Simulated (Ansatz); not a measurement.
Which is lower?

Two relaxed structures of CH4BrSi (charge +1), singlet (PBE0-D4/def2-TZVP; forces vanish, vibrations not checked).

A:

```xyz
7
angstrom
Si -0.4098 0.2394 -0.5114
C 0.5825 -0.8693 0.3476
Br 1.3976 -0.3410 1.9684
H -1.1200 -0.2346 -1.7084
H -0.5350 1.6266 -0.0377
H 2.7722 -0.1020 1.5635
H 0.7547 -1.9200 0.1568
```

B:

Si1  (-0.359, 0.190, -0.372)
C2  (0.905, -1.128, -0.169)
Br3  (1.103, 0.090, 1.443)
H4  (-1.730, -0.079, 0.080)
H5  (-0.031, 1.351, -1.209)
H6  (0.628, -2.111, 0.201)
H7  (1.841, -1.090, -0.718)
(Å)

Computed with Ansatz 0.2.0 (basis: def2-TZVPP); correlated methods freeze the cores. Filled d shells of the heavier atoms are correlated. The def2 sets are not built for correlating such inner shells, so the correlated values are less sure here. B3LYP uses VWN-RPA correlation.

Task: Which structure is lower at CCSD(T), and by how much? (To be estimated.)

Result: By the calculation: B, by 55.53 kcal/mol (electronic energy, against the other). By their contacts, A is CH₄BrSi ([SiH2][CH][BrH]), total charge +1 and B is CH₄BrSi ([CH2]1[SiH2][Br]1), total charge +1.

All methods give the same order:

```csv
method,E(B) − E(A) (kcal/mol)
PBE-D4,-54.19
r2SCAN-D4,-56.91
PBE0-D4,-57.04
B3LYP-D4,-54.68
wB97M-V,-57.10
HF,-60.63
MP2,-57.01
CCSD,-56.21
CCSD(T),-55.53
```

T1 diagnostic: at most 0.013.

Labels in which every atom is bracketed show which atoms are joined, not bond orders.

For scale, one of the runs: CCSD(T)/def2-TZVPP, 177 basis functions, launched by `ansatz run in.yaml --threads 2 --pin off --events-out ev --progress --plain --max-ram 4352MiB`. The run took 53 s on 2 CPU threads of an Arm Neoverse V2 (shared host), with 1.6 GiB of host memory at its peak.
